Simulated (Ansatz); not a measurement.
`CCC[O][AlH2]` and `BOCCC` differ in one element.

Ansatz, PBE0-D4/def2-TZVP geometries, multiplicity 1. Each molecule was computed in one conformer, which needn't be the lowest.

```tsv
property	`CCC[O][AlH2]`
HOMO energy (PBE0/def2-TZVPP) / eV	-8.01
HOMO–LUMO gap (ωB97M-V/def2-TZVPP) / eV	10.96
HOMO–LUMO gap (PBE/def2-TZVPP) / eV	4.84
size of the dipole moment (B3LYP/def2-TZVPP) / D	0.94
size of the dipole moment (ωB97M-V/def2-TZVPP) / D	0.93
HOMO energy (ωB97M-V/def2-TZVPP) / eV	-10.34
```

What does the change do to each property? (Best estimate.)

Computed: 
```csv
property,`BOCCC`,shift
HOMO energy (PBE0/def2-TZVPP) / eV,-8.51,-0.50
HOMO–LUMO gap (ωB97M-V/def2-TZVPP) / eV,12.39,1.43
HOMO–LUMO gap (PBE/def2-TZVPP) / eV,5.73,0.89
size of the dipole moment (B3LYP/def2-TZVPP) / D,1.83,0.89
size of the dipole moment (ωB97M-V/def2-TZVPP) / D,1.83,0.90
HOMO energy (ωB97M-V/def2-TZVPP) / eV,-10.88,-0.54
```

With PBE0 the HOMO falls by 0.50 eV and the LUMO rises by 0.65 eV, so the gap widens by about 1.15 eV. PBE moves the HOMO by -0.47 eV and ωB97M-V by -0.54 eV. Dipoles are sizes alone; their direction can turn.

Positive LUMOs are unbound, so they and the gaps depend on the basis.

B3LYP here is the variant with VWN-RPA as its local correlation; programs differ in this.
